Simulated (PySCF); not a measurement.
## Worked example: oscillator strength and radiative lifetime

B(Cl)(OMe)(NH2) (CH5BClNO), SMILES COB(N)Cl.

Coordinates come from a B3LYP-D3(BJ)/def2-SVP optimisation. This is a generated structure with no PubChem entry under its InChIKey; it may be hypothetical. One conformer was computed; it need not be the lowest.

TDA-PBE/def2-SVPD (PySCF) puts the first singlet state with f over 0.02 at 6.23 eV (vertical), with the transition dipole (0.000, 0.000, 0.366) in atomic units.

### Question
Find the oscillator strength, the wavelength and the radiative lifetime that this transition would have in vacuum if emission retraced absorption.

### Answer

|μ|² = 0.1340 au, so |μ| = 0.93 D. ΔE = 6.23/27.211 = 0.2289 hartree. f = (2/3) ΔE |μ|² = 0.020 (the program prints 0.020).
λ = 1239.84/6.23 = 199 nm; ν = 50248 cm⁻¹.
Einstein's coefficient A = 0.6670 ν² f s⁻¹ (ν in cm⁻¹) = 3.4e7 s⁻¹, so τ = 1/A = 29 ns. This state is S1. The figure is the radiative limit of this one transition; relaxation, internal conversion, crossing to triplets and a medium change what is measured.
